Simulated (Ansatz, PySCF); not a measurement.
Ways to break one bond of FC(F)CC(F)(F)F [1,1,1,3,3-pentafluoropropane]:

A. FC(F)CC(F)(F)F [1,1,1,3,3-pentafluoropropane] -> F atom + F[CH]CC(F)(F)F
B. FC(F)CC(F)(F)F → F[CH]F + [CH2]C(F)(F)F
C. FC(F)CC(F)(F)F -> FC(F)[CH]C(F)(F)F + H atom
D. FC(F)CC(F)(F)F -> F[C](F)CC(F)(F)F + H atom
E. FC(F)CC(F)(F)F → F[C](F)CC(F)F + F atom

Quantity: bond dissociation energy (enthalpy at 298 K, with B3LYP-D3(BJ) rigid-rotor harmonic-oscillator terms), kJ/mol. Geometries: B3LYP-D3(BJ)/def2-TZVP minima from Ansatz (an electronic-structure program), one conformer each, not searched for the lowest. Frequencies are from Ansatz or PySCF. Correlated levels leave the core frozen unless marked. UHF or UKS for open shells. No spin-orbit coupling. No relativistic terms. CBS marks a two-point X^-3 extrapolation of the correlation energy; Hartree-Fock from the larger set. [CCSD(T)-MP2]/basis is that difference in the basis named.

Question: Rank them by bond dissociation energy at RI-MP2/CBS(cc-pVTZ,cc-pVQZ)+[CCSD(T)-MP2]/cc-pVTZ (Ansatz), lowest first.

Answer: B (403.5 kJ/mol), D (431.6 kJ/mol), C (444.3 kJ/mol), A (506.8 kJ/mol), E (533.4 kJ/mol)
